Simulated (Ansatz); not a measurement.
## A relaxation, step by step

Si2NH9O, closed shell, PBE0-D4/def2-TZVP (Ansatz 0.2.0). Settings:

```yaml
hamiltonian: {xc: pbe0, dispersion: d4}
relax: {f_tol: 0.005, max_steps: 200}
```

Start, a step off a saddle point along its unstable mode:

```xyz
13
angstrom
Si -0.0991 -0.8318 0.0297
O -1.3232 -0.0136 0.8598
H -0.7463 -1.2431 -1.2574
H 1.3819 -0.5131 -0.2812
N 0.1728 -1.9892 1.2491
H -0.7332 1.0315 0.0978
Si 0.2783 1.8543 -1.0748
H -1.1438 0.1769 1.7859
H -0.6007 -2.4799 1.6317
H 1.0277 -2.5129 1.2822
H 1.5605 2.3333 -0.4760
H 0.7152 1.1419 -2.3458
H -0.4903 3.0457 -1.5011
```

```tsv
step	energy less the last (meV)	largest force component (eV/Å)
1	1893.8	2.043
4	394.8	2.198
7	22.7	0.142
10 (rejected trial)	15.1	0.290
13	1.7	0.027
16	0.9	0.029
19	0.7	0.015
22	0.6	0.007
25	0.6	0.021
28	0.5	0.013
31 (rejected trial)	1.5	0.062
34	0.3	0.006
37	0.1	0.052
40	0.0	0.013
42	0.0	0.003
```

Step 19, positions (Å) and forces (eV/Å):

| atom | x | y | z | Fx | Fy | Fz |
| --- | --- | --- | --- | --- | --- | --- |
| Si1 | -0.333 | -1.056 | 0.505 | -0.010 | 0.001 | 0.006 |
| O2 | -1.465 | -0.336 | 1.460 | 0.015 | -0.007 | -0.011 |
| H3 | -1.055 | -1.217 | -0.778 | 0.000 | -0.002 | 0.004 |
| H4 | 0.878 | -0.204 | 0.350 | -0.002 | -0.001 | 0.003 |
| N5 | 0.267 | -2.529 | 1.120 | 0.007 | 0.008 | -0.002 |
| H6 | -0.835 | 2.002 | -0.737 | 0.005 | 0.001 | -0.002 |
| Si7 | 0.392 | 2.313 | -1.513 | -0.006 | -0.001 | -0.002 |
| H8 | -1.227 | -0.198 | 2.379 | -0.002 | 0.001 | 0.002 |
| H9 | -0.267 | -3.378 | 1.187 | 0.000 | 0.002 | -0.002 |
| H10 | 1.236 | -2.657 | 1.351 | -0.008 | -0.002 | 0.000 |
| H11 | 1.509 | 2.613 | -0.582 | -0.001 | 0.001 | -0.001 |
| H12 | 0.754 | 1.151 | -2.364 | -0.001 | 0.001 | 0.002 |
| H13 | 0.146 | 3.496 | -2.378 | 0.002 | -0.001 | 0.003 |

Last step (42):

Si1  (-0.318, -1.063, 0.504)
O2  (-1.461, -0.359, 1.462)
H3  (-1.029, -1.218, -0.784)
H4  (0.882, -0.190, 0.393)
N5  (0.294, -2.562, 1.037)
H6  (-0.821, 2.042, -0.693)
Si7  (0.384, 2.317, -1.515)
H8  (-1.215, -0.158, 2.366)
H9  (-0.256, -3.401, 1.096)
H10  (1.177, -2.645, 1.509)
H11  (1.537, 2.610, -0.627)
H12  (0.695, 1.135, -2.357)
H13  (0.131, 3.491, -2.389)
(Å)

The run took about 76 s on 8 CPU threads of an Intel Xeon Platinum 8259CL (shared host).
